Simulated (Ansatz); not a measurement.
Two members of one family (Same ligands, another metal), computed with Ansatz in the gas phase; def2 core potentials for La, no spin–orbit coupling. The two geometries come from different levels. HOMO and LUMO are taken over both spins. The spins of the ions were chosen, not always searched. A dash marks a value that wasn't run or was left out as unsound. The structures are stationary points that may keep the symmetry of their start. Remarks come from the PBE and PBE0 runs and from stability tests at other levels; not every state was tested. HOMO above LUMO (over both spins in singlets and doublets, within one spin in higher multiplets; at PBE or PBE0), or a gap under 0.15 eV within one spin, warns that the state may not be the lowest or that an electron is smeared out.

First: LaBr3 (singlet, charge 0, PBE0-D4/def2-SVP geometry).

```xyz
4

La   -0.112    0.089    0.277
Br   -1.603   -2.203   -0.055
Br    2.538   -0.194    0.971
Br   -0.823    2.307   -1.193
```

| level | HOMO (eV) | LUMO (eV) | gap (eV) | vertical IE (eV) |
| --- | --- | --- | --- | --- |
| PBE-D4/def2-SVP | -7.02 | -3.57 | 3.46 | – |
| PBE-D4/def2-TZVP | -7.12 | -3.58 | 3.54 | 9.51 |
| r2SCAN-D4/def2-TZVP | -7.46 | -3.26 | 4.21 | 9.79 |
| PBE0-D4/def2-SVP | -8.31 | -2.94 | 5.36 | – |
| PBE0-D4/def2-TZVP | -8.37 | -2.92 | 5.45 | 10.06 |

Metal–donor distances: 3 × Br 2.75 Å. Remarks: gap within one spin near zero at PBE or PBE0 (+1 doublet).

Second: TiBr3 (doublet, charge 0, PBE-D4/def2-SVP geometry; oxidised ion singlet).

```xyz
4

Ti   -0.001    0.002   -0.003
Br    2.136    0.075   -0.957
Br   -1.510   -1.675   -0.635
Br   -0.625    1.598    1.595
```

Problem. What does the change do? Estimate second minus first.

Solution. 
```tsv
level	Δ HOMO (eV)	Δ LUMO (eV)	Δ gap (eV)	Δ vertical IE (eV)
PBE-D4/def2-SVP	1.67	-0.72	-2.39	–
PBE-D4/def2-TZVP	1.68	-0.81	-2.49	-1.27
r2SCAN-D4/def2-TZVP	1.34	-1.04	-2.38	–
PBE0-D4/def2-SVP	0.53	-0.41	-0.95	–
PBE0-D4/def2-TZVP	0.64	-0.42	-1.06	-1.04
```

Metal–donor distances: 3 × Br 2.34 Å.
